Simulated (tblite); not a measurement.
Record of a relaxation.

Species: C5H11PS2.
Bonds: C1–P2, P2–S3 (double), P2–C4, C4–C5, C5–S6, S6–C7, C7–C8, P2–C8. Hydrogens: H9, H10, H11 on C1; H12, H13 on C4; H14, H15 on C5; H16, H17 on C7; H18, H19 on C8.

Computed with GFN2-xTB (tblite), gas phase: L-BFGS steps from a force-field or distance-geometry start until the largest atomic force falls under 0.01 eV/Å. 10 of its 53 geometries are shown.

Step 0: E = -689.9784 eV, largest atomic force 1.444 eV/Å
```
atom  x, y, z in Å  |  force x, y, z in eV/Å
C1      0.827    2.239   -0.130   -0.097   0.901   0.715
P2      0.246    0.633   -0.697    0.280   0.020  -0.990
S3      0.247    0.404   -2.619   -0.086  -0.114  -0.073
C4      1.306   -0.503    0.217    0.572  -0.623   1.171
C5      0.773   -1.933    0.254   -0.067   0.269  -0.619
S6     -0.784   -2.033    1.189   -0.003  -0.130   0.096
C7     -1.845   -0.977    0.153   -0.096   0.179   0.280
C8     -1.336    0.456    0.139   -1.192   0.034   0.278
H9      0.178    3.029   -0.524    0.072  -0.130  -0.088
H10     0.798    2.302    0.967    0.057  -0.032  -0.238
H11     1.839    2.425   -0.469    0.159  -0.038  -0.147
H12     2.296   -0.507   -0.236    0.151   0.042  -0.228
H13     1.438   -0.142    1.260   -0.142  -0.113  -0.391
H14     0.607   -2.314   -0.766   -0.096   0.152   0.218
H15     1.498   -2.582    0.734   -0.074  -0.153   0.233
H16    -1.901   -1.404   -0.838    0.146  -0.102  -0.393
H17    -2.853   -1.006    0.585    0.243  -0.125   0.073
H18    -1.274    0.837    1.157    0.113  -0.025   0.219
H19    -2.070    1.086   -0.383    0.061  -0.011  -0.117
```

Step 6: E = -690.0851 eV, largest atomic force 0.156 eV/Å
```
atom  x, y, z in Å  |  force x, y, z in eV/Å
C1      0.830    2.275   -0.115   -0.014   0.001  -0.015
P2      0.255    0.637   -0.713    0.000   0.011   0.040
S3      0.236    0.382   -2.636   -0.030  -0.043   0.135
C4      1.339   -0.520    0.240   -0.018  -0.029   0.052
C5      0.776   -1.931    0.245    0.004   0.060  -0.043
S6     -0.781   -2.036    1.185   -0.009   0.054   0.004
C7     -1.850   -0.978    0.153    0.028   0.050   0.008
C8     -1.375    0.466    0.147   -0.025  -0.038   0.001
H9      0.178    3.042   -0.537    0.074  -0.022   0.041
H10     0.807    2.313    0.976    0.020   0.068  -0.139
H11     1.847    2.432   -0.477   -0.046   0.038   0.016
H12     2.321   -0.508   -0.249   -0.051  -0.004   0.073
H13     1.434   -0.151    1.267    0.057  -0.046  -0.093
H14     0.589   -2.292   -0.770    0.001   0.040   0.016
H15     1.465   -2.608    0.753   -0.068  -0.043  -0.047
H16    -1.875   -1.398   -0.855    0.024   0.036   0.006
H17    -2.843   -1.044    0.604    0.063  -0.080  -0.058
H18    -1.272    0.832    1.175   -0.063   0.002  -0.085
H19    -2.090    1.096   -0.400    0.056  -0.058   0.089
```

Step 12: E = -690.0994 eV, largest atomic force 0.115 eV/Å
```
atom  x, y, z in Å  |  force x, y, z in eV/Å
C1      0.835    2.287   -0.124   -0.006  -0.024  -0.005
P2      0.256    0.636   -0.691   -0.041   0.033  -0.005
S3      0.217    0.348   -2.607   -0.007  -0.030   0.049
C4      1.344   -0.528    0.252   -0.013   0.113  -0.018
C5      0.766   -1.928    0.239    0.014  -0.012   0.012
S6     -0.777   -2.022    1.192   -0.026  -0.055   0.000
C7     -1.839   -0.982    0.148   -0.017   0.031  -0.001
C8     -1.382    0.463    0.156    0.070   0.065   0.005
H9      0.188    3.054   -0.544   -0.026  -0.010  -0.053
H10     0.818    2.347    0.961    0.013   0.019   0.047
H11     1.849    2.448   -0.487    0.020  -0.016  -0.040
H12     2.322   -0.512   -0.237    0.038  -0.029  -0.044
H13     1.458   -0.163    1.273   -0.003  -0.022   0.100
H14     0.576   -2.267   -0.781   -0.059   0.017  -0.027
H15     1.431   -2.633    0.734    0.102  -0.048  -0.021
H16    -1.850   -1.385   -0.867    0.060  -0.031   0.003
H17    -2.831   -1.084    0.587   -0.089   0.030  -0.037
H18    -1.297    0.838    1.178   -0.025  -0.023   0.067
H19    -2.093    1.091   -0.390   -0.007  -0.009  -0.032
```

Step 17: E = -690.1113 eV, largest atomic force 0.101 eV/Å
```
atom  x, y, z in Å  |  force x, y, z in eV/Å
C1      0.841    2.301   -0.132   -0.009  -0.001  -0.004
P2      0.255    0.642   -0.661    0.029  -0.061   0.038
S3      0.195    0.303   -2.567    0.006   0.012  -0.004
C4      1.349   -0.522    0.274    0.018  -0.098   0.015
C5      0.763   -1.926    0.235   -0.013   0.014   0.010
S6     -0.780   -2.027    1.198    0.016  -0.011  -0.046
C7     -1.834   -0.981    0.144    0.015  -0.022   0.015
C8     -1.384    0.470    0.179   -0.060  -0.043   0.005
H9      0.188    3.056   -0.570    0.000  -0.015  -0.013
H10     0.833    2.389    0.953    0.017   0.013  -0.029
H11     1.852    2.452   -0.512   -0.027  -0.022   0.002
H12     2.320   -0.520   -0.234   -0.018   0.045   0.021
H13     1.483   -0.184    1.306   -0.035  -0.030  -0.057
H14     0.544   -2.235   -0.792   -0.001   0.062   0.049
H15     1.438   -2.655    0.689   -0.030   0.073  -0.019
H16    -1.803   -1.382   -0.873    0.041   0.044   0.030
H17    -2.845   -1.097    0.539    0.043   0.036  -0.006
H18    -1.332    0.840    1.206    0.004  -0.037  -0.018
H19    -2.091    1.084   -0.389    0.003   0.044   0.011
```

Step 23: E = -690.1144 eV, largest atomic force 0.034 eV/Å
```
atom  x, y, z in Å  |  force x, y, z in eV/Å
C1      0.840    2.300   -0.137    0.006   0.013   0.002
P2      0.254    0.637   -0.649    0.008   0.029  -0.009
S3      0.191    0.292   -2.554    0.007   0.005  -0.012
C4      1.350   -0.527    0.281   -0.007   0.010   0.019
C5      0.758   -1.924    0.234    0.025   0.014  -0.015
S6     -0.781   -2.033    1.198   -0.002   0.021  -0.025
C7     -1.830   -0.983    0.144   -0.007   0.018  -0.008
C8     -1.387    0.469    0.185    0.000  -0.003   0.017
H9      0.186    3.050   -0.583    0.001  -0.026  -0.005
H10     0.840    2.404    0.947   -0.005  -0.003  -0.019
H11     1.849    2.446   -0.522   -0.011  -0.019  -0.014
H12     2.321   -0.514   -0.229   -0.020   0.001   0.026
H13     1.482   -0.195    1.313   -0.015   0.005   0.008
H14     0.534   -2.214   -0.795    0.000  -0.009   0.002
H15     1.437   -2.653    0.676   -0.010  -0.017  -0.004
H16    -1.781   -1.373   -0.876   -0.006  -0.002   0.003
H17    -2.844   -1.096    0.527    0.005  -0.019  -0.006
H18    -1.341    0.832    1.214    0.017  -0.004   0.011
H19    -2.089    1.090   -0.384    0.013  -0.012   0.029
```

Step 29: E = -690.1161 eV, largest atomic force 0.060 eV/Å
```
atom  x, y, z in Å  |  force x, y, z in eV/Å
C1      0.840    2.299   -0.143   -0.005  -0.005  -0.014
P2      0.253    0.636   -0.645   -0.013   0.005   0.001
S3      0.196    0.293   -2.551   -0.003  -0.004   0.017
C4      1.345   -0.524    0.291    0.008   0.011  -0.005
C5      0.758   -1.921    0.230   -0.001  -0.014   0.003
S6     -0.781   -2.033    1.190   -0.026  -0.043   0.032
C7     -1.827   -0.981    0.140   -0.008  -0.002   0.004
C8     -1.384    0.469    0.196   -0.002   0.007  -0.006
H9      0.181    3.038   -0.598    0.020   0.018  -0.002
H10     0.843    2.414    0.939    0.006   0.002  -0.020
H11     1.847    2.433   -0.539   -0.003   0.028   0.003
H12     2.318   -0.504   -0.211    0.035  -0.003   0.008
H13     1.468   -0.197    1.325   -0.020   0.006   0.005
H14     0.531   -2.203   -0.801    0.015  -0.003  -0.018
H15     1.431   -2.657    0.667    0.025  -0.015   0.001
H16    -1.771   -1.365   -0.881   -0.014   0.005  -0.011
H17    -2.841   -1.104    0.519   -0.018   0.003  -0.006
H18    -1.333    0.821    1.229    0.021  -0.010  -0.007
H19    -2.086    1.097   -0.364   -0.017   0.013   0.013
```

Step 35: E = -690.1184 eV, largest atomic force 0.063 eV/Å
```
atom  x, y, z in Å  |  force x, y, z in eV/Å
C1      0.841    2.300   -0.160    0.005   0.005  -0.004
P2      0.251    0.634   -0.642    0.006  -0.033  -0.009
S3      0.198    0.289   -2.546   -0.018  -0.027  -0.016
C4      1.341   -0.523    0.304   -0.020  -0.008  -0.005
C5      0.760   -1.923    0.226   -0.018   0.003   0.005
S6     -0.788   -2.050    1.180    0.030  -0.003  -0.055
C7     -1.830   -0.982    0.137    0.008  -0.006  -0.007
C8     -1.383    0.467    0.210    0.028  -0.001  -0.001
H9      0.184    3.036   -0.620   -0.019   0.033  -0.009
H10     0.850    2.427    0.919    0.002   0.016   0.036
H11     1.845    2.431   -0.562    0.031   0.011  -0.008
H12     2.326   -0.494   -0.175   -0.019  -0.006   0.014
H13     1.437   -0.196    1.342   -0.001  -0.011   0.007
H14     0.538   -2.192   -0.810    0.008   0.001   0.014
H15     1.434   -2.666    0.654   -0.013   0.033   0.007
H16    -1.769   -1.352   -0.890   -0.005  -0.003  -0.003
H17    -2.848   -1.110    0.505    0.004   0.018   0.016
H18    -1.307    0.802    1.246   -0.009  -0.011   0.018
H19    -2.089    1.110   -0.326    0.000  -0.010   0.002
```

Step 40: E = -690.1201 eV, largest atomic force 0.047 eV/Å
```
atom  x, y, z in Å  |  force x, y, z in eV/Å
C1      0.843    2.306   -0.173    0.004   0.011   0.005
P2      0.252    0.633   -0.644    0.004   0.045   0.014
S3      0.191    0.273   -2.547   -0.011  -0.016   0.029
C4      1.333   -0.521    0.315    0.013   0.008   0.011
C5      0.759   -1.923    0.222    0.014   0.009  -0.017
S6     -0.793   -2.070    1.158   -0.035  -0.005   0.015
C7     -1.831   -0.983    0.131    0.007   0.006  -0.003
C8     -1.375    0.464    0.221   -0.019  -0.005   0.008
H9      0.185    3.042   -0.636    0.016  -0.029   0.014
H10     0.856    2.442    0.907   -0.004  -0.009  -0.038
H11     1.848    2.436   -0.578   -0.023  -0.006   0.009
H12     2.328   -0.490   -0.141    0.002   0.002  -0.017
H13     1.409   -0.200    1.356   -0.013   0.001   0.002
H14     0.549   -2.186   -0.818    0.013  -0.010  -0.019
H15     1.435   -2.662    0.651   -0.001   0.000   0.009
H16    -1.774   -1.342   -0.900   -0.018   0.008  -0.003
H17    -2.849   -1.106    0.502    0.028   0.003   0.000
H18    -1.288    0.781    1.262    0.007  -0.010  -0.003
H19    -2.090    1.116   -0.293    0.017  -0.002  -0.015
```

Step 46: E = -690.1208 eV, largest atomic force 0.023 eV/Å
```
atom  x, y, z in Å  |  force x, y, z in eV/Å
C1      0.845    2.309   -0.179   -0.005  -0.015  -0.001
P2      0.252    0.635   -0.639   -0.002  -0.022  -0.005
S3      0.185    0.262   -2.539   -0.004  -0.004  -0.007
C4      1.331   -0.520    0.321    0.002   0.005  -0.001
C5      0.760   -1.923    0.218   -0.001   0.003   0.005
S6     -0.796   -2.077    1.147    0.010  -0.011  -0.004
C7     -1.830   -0.982    0.128   -0.003   0.010   0.000
C8     -1.373    0.462    0.226    0.011   0.016  -0.001
H9      0.186    3.041   -0.643   -0.004   0.002  -0.001
H10     0.858    2.447    0.900    0.002   0.006   0.011
H11     1.848    2.436   -0.585    0.002  -0.001   0.000
H12     2.328   -0.486   -0.132    0.005   0.006   0.000
H13     1.397   -0.202    1.363    0.008  -0.004   0.004
H14     0.557   -2.183   -0.825    0.012  -0.002   0.004
H15     1.435   -2.661    0.650   -0.001  -0.001  -0.003
H16    -1.778   -1.335   -0.906   -0.009   0.003  -0.005
H17    -2.846   -1.105    0.501   -0.010  -0.004   0.001
H18    -1.282    0.771    1.270   -0.010   0.003   0.007
H19    -2.085    1.119   -0.284   -0.003   0.008  -0.003
```

Step 52: E = -690.1211 eV, largest atomic force 0.009 eV/Å
```
atom  x, y, z in Å  |  force x, y, z in eV/Å
C1      0.844    2.306   -0.179    0.002   0.004  -0.003
P2      0.252    0.632   -0.638   -0.003   0.003   0.004
S3      0.179    0.254   -2.537    0.002   0.001   0.005
C4      1.332   -0.519    0.323    0.002  -0.001  -0.001
C5      0.764   -1.923    0.217    0.000  -0.001  -0.002
S6     -0.797   -2.081    1.139   -0.001   0.002  -0.007
C7     -1.833   -0.979    0.126    0.001  -0.002   0.000
C8     -1.372    0.464    0.228   -0.006  -0.002   0.000
H9      0.185    3.038   -0.645   -0.007   0.000  -0.001
H10     0.858    2.449    0.899   -0.003  -0.006  -0.001
H11     1.847    2.434   -0.587    0.006  -0.005  -0.002
H12     2.329   -0.480   -0.129    0.004  -0.006   0.004
H13     1.396   -0.203    1.366    0.005  -0.001   0.000
H14     0.569   -2.184   -0.827    0.000   0.001  -0.002
H15     1.437   -2.662    0.653    0.001   0.003   0.003
H16    -1.787   -1.327   -0.909    0.001   0.001   0.001
H17    -2.848   -1.104    0.504    0.003   0.003   0.001
H18    -1.284    0.770    1.273   -0.002   0.004  -0.003
H19    -2.081    1.124   -0.283   -0.007  -0.001   0.005
```

**Question.** Summarise the path.

**Answer.** The energy falls by 13.78 kJ/mol from step 0 to step 52; nine tenths of that is first reached at step 16. It falls at every step. The largest force goes from 1.444 to 0.009 eV/Å. Among the bonds P2–C8 changes most, from 1.798 to 1.848 Å; the atoms move by 0.119 Å rms after alignment.

What follows is the cost of the whole relaxation. The run took 0.37 s on an Arm Neoverse V2 with one thread, shared host.
